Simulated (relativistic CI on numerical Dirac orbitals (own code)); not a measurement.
**Level scheme of Ar14+**

These numbers are calculated, not measured: Dirac-Coulomb-Breit CI, orbitals from a KLI potential per configuration, QED by a radiative potential, unscaled Slater integrals (own radial code, finite nucleus).

Configuration list (outside the closed core 1s2): 2s2, 2s 2p, 2p2, 2p 3s, 2p 3p, 2s 3s, 2s 3p, 2s 3d, 2s 4s, 2s 4p, 2s 4d, 2s 4f, 3s2, 3s 3p, 3p2. Levels of other configurations are missing.

| No. | Configuration | Term | J | E (Ry) | % | Next component (%) | Lifetime (s) |
| --- | --- | --- | --- | --- | --- | --- | --- |
| 1 | 2s2 | 1S | 0 | 0.0000 | 95 | 5 2p2 1S |  |
| 2 | 2s 2p | 3P° | 0 | 2.0942 | 100 |  |  |
| 3 | 2s 2p | 3P° | 1 | 2.1597 | 100 |  | 3.95e-07 |
| 4 | 2s 2p | 3P° | 2 | 2.3120 | 100 |  | 1.57e-02 |
| 5 | 2s 2p | 1P° | 1 | 4.2433 | 100 |  | 9.91e-11 |
| 6 | 2p2 | 3P | 0 | 5.5400 | 99 | 1 1S | 1.37e-10 |
| 7 | 2p2 | 3P | 1 | 5.6314 | 100 |  | 1.31e-10 |
| 8 | 2p2 | 3P | 2 | 5.7523 | 97 | 3 1D | 1.28e-10 |
| 9 | 2p2 | 1D | 2 | 6.3500 | 97 | 3 3P | 5.06e-10 |
| 10 | 2p2 | 1S | 0 | 7.7820 | 94 | 5 2s2 1S | 6.26e-11 |
| 11 | 2s 3s | 3S | 1 | 35.8667 | 98 | 2 2p 3p 3S | 1.19e-12 |
| 12 | 2s 3s | 1S | 0 | 36.2656 | 96 | 4 2p 3p 1S | 3.63e-12 |
| 13 | 2s 3p | 1P° | 1 | 36.8731 | 57 | 37 3P° | 6.58e-13 |
| 14 | 2s 3p | 3P° | 0 | 36.8863 | 99 | 1 2p 3s 3P° | 3.80e-10 |
| 15 | 2s 3p | 3P° | 1 | 36.9261 | 62 | 33 1P° | 1.13e-12 |
| 16 | 2s 3p | 3P° | 2 | 36.9487 | 99 | 1 2p 3s 3P° | 4.10e-10 |
| 17 | 2s 3d | 3D | 1 | 37.4410 | 98 | 2 2p 3p 3D | 2.23e-13 |
| 18 | 2s 3d | 3D | 2 | 37.4488 | 98 | 2 2p 3p 3D | 2.24e-13 |
| 19 | 2s 3d | 3D | 3 | 37.4617 | 98 | 2 2p 3p 3D | 2.27e-13 |
| 20 | 2s 3d | 1D | 2 | 37.8653 | 98 | 2 2p 3p 1D | 3.21e-13 |
| 21 | 2p 3s | 3P° | 0 | 38.5161 | 99 | 1 2s 3p 3P° | 2.63e-12 |
| 22 | 2p 3s | 3P° | 1 | 38.5711 | 95 | 4 1P° | 2.49e-12 |
| 23 | 2p 3s | 3P° | 2 | 38.7450 | 99 | 1 2s 3p 3P° | 2.66e-12 |
| 24 | 2p 3s | 1P° | 1 | 39.0773 | 87 | 9 2s 3p 1P° | 1.23e-12 |
| 25 | 2p 3p | 1P | 1 | 39.1333 | 52 | 45 3D | 1.06e-12 |
| 26 | 2p 3p | 3D | 1 | 39.2950 | 51 | 40 1P | 1.09e-12 |
| 27 | 2p 3p | 3D | 2 | 39.3081 | 96 | 2 2s 3d 3D | 1.40e-12 |
| 28 | 2p 3p | 3D | 3 | 39.4657 | 98 | 2 2s 3d 3D | 1.40e-12 |
| 29 | 2p 3p | 3S | 1 | 39.5662 | 70 | 19 3P | 9.45e-13 |
| 30 | 2p 3p | 3P | 0 | 39.5887 | 98 | 2 1S | 7.61e-13 |

Energies count from the lowest computed level; ° marks odd parity; lifetimes are radiative, by E1, M1, E2, M2 decay to levels of this space only; some are left blank where a channel outside the calculation adds to the decay or the decay crosses a small, uncertain gap.

The mean weight of the leading LS term, summed over parents, in these 30 levels is 91 %, and that of the leading jj configuration (from the same eigenvectors) 82 %.

At this charge energies of transitions that change n are usually good to better than 1 %, and those within a shell (Δn = 0) to a few per cent.

LS names give the leading component of a level, which can be under half, so a name can repeat, a term be missing and a line seem to break the LS rules.
